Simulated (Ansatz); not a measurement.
Cartesian coordinates (Å):
```xyz
7

Ta    -0.0464    -0.0332    -0.0089
Cl     0.4679    -1.7426     1.4676
Cl    -2.1377     0.0546    -1.0036
Cl     0.7122    -1.3714    -1.7917
Cl     1.5565     1.5514    -0.5404
O     -0.6615     1.0353     1.4139
H     -0.9973     1.5812     2.1424
```
Charge 0, multiplicity 1.

Method: frozen-core CCSD(T)/def2-TZVPP // BP86-D3(BJ)/def2-SVP (Ansatz, a program for electronic structure).

```
Property                         Value
----------------------  --------------
HF energy               -1970.22588 Ha
MP2 correlation energy     -1.41208 Ha
```

Estimate the CCSD correlation energy, the (T) correction, the total energy and the T1 diagnostic.


```
Quantity                         Result
-----------------------  --------------
CCSD correlation energy     -1.44115 Ha
(T) correction              -0.07382 Ha
CCSD(T) total energy     -1971.74085 Ha
T1 diagnostic                     0.019
```
